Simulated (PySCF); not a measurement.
Cl3Sb, SMILES [Cl][Sb+]([Cl])[Cl], charge +1, multiplicity 2. Geometry optimised at PBE-D3(BJ)/def2-SVP. The def2 effective core potentials stand for the cores of Sb; spin–orbit coupling is left out.

Computed with PBE-D3(BJ)/def2-SVP run with PySCF 2.14.0.

Harmonic wavenumbers (cm⁻¹): 102, 102, 109, 343, 364, 364. Rotational constants (GHz): 1.720, 1.720, 1.010; symmetry number 3.

### Question
Work out the zero-point energy and the ideal-gas rigid-rotor harmonic-oscillator thermochemistry at 298.15 K and 1 atm.

### Answer
ZPE = ½ Σ hcν = ½ × 1384 cm⁻¹ = 1.98 kcal/mol. H − E(el) = 6.38 kcal/mol. Entropy in cal/(mol K): translation 42.18, rotation 26.88, vibration 13.53, spin 1.38, total 83.97. G − E(el) = -18.65 kcal/mol. Cp = 18.47 cal/(mol K). Modes under 150 cm⁻¹ make the vibrational entropy uncertain.
